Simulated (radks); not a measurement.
The numbers below are computed, except where a source is named.
Problem. Species: Eu+. Configuration: [Xe] 4f7 6s1. Code: a radial shooting solver on a logarithmic mesh with Libxc functionals. Model: Dirac Kohn-Sham, BLYP, spin-unpolarised, spherical densities, finite nucleus; open shells fill j = l - 1/2 first; Fermi nuclear charge, rms radius 5.1115 fm. Some entries of the table are withheld. Estimate them.

| orbital | occ. | eigenvalue (Ry) | <1/r> (bohr^-1) |
|---|---|---|---|
| 1s1/2 | 2 | -3551.808 | 70.22 |
| 2s1/2 | 2 | -583.3290 | 16.72 |
| 2p1/2 | 2 | -553.5037 | 16.70 |
| 2p3/2 | 4 | -505.8566 | 14.82 |
| 3s1/2 | 2 | -128.6606 | 6.086 |
| 3p1/2 | 2 | -115.7661 | 6.002 |
| 3p3/2 | 4 | -106.0554 | 5.527 |
| 3d3/2 | 4 | -83.71446 | 5.404 |
| 3d5/2 | 6 | -81.60114 | 5.285 |
| 4s1/2 | 2 | -25.86683 | 2.539 |
| 4p1/2 | 2 | -20.88629 | (1) |
| 4p3/2 | 4 | -18.74206 | (2) |
| 4d3/2 | 4 | -10.54019 | 2.051 |
| 4d5/2 | 6 | -10.15575 | 2.011 |
| 5s1/2 | 2 | -3.71651 | 0.9638 |
| 5p1/2 | 2 | -2.38276 | (3) |
| 5p3/2 | 4 | -2.10295 | (4) |
| 4f5/2 | 6 | (5) | 1.416 |
| 6s1/2 | 1 | -0.62875 | 0.3275 |
| 4f7/2 | 1 | (6) | 1.395 |

Solution. 
(1) 4p1/2 <1/r> (bohr^-1): 2.433
(2) 4p3/2 <1/r> (bohr^-1): 2.271
(3) 5p1/2 <1/r> (bohr^-1): 0.8436
(4) 5p3/2 <1/r> (bohr^-1): 0.7855
(5) 4f5/2 eigenvalue (Ry): -0.65235
(6) 4f7/2 eigenvalue (Ry): -0.60723
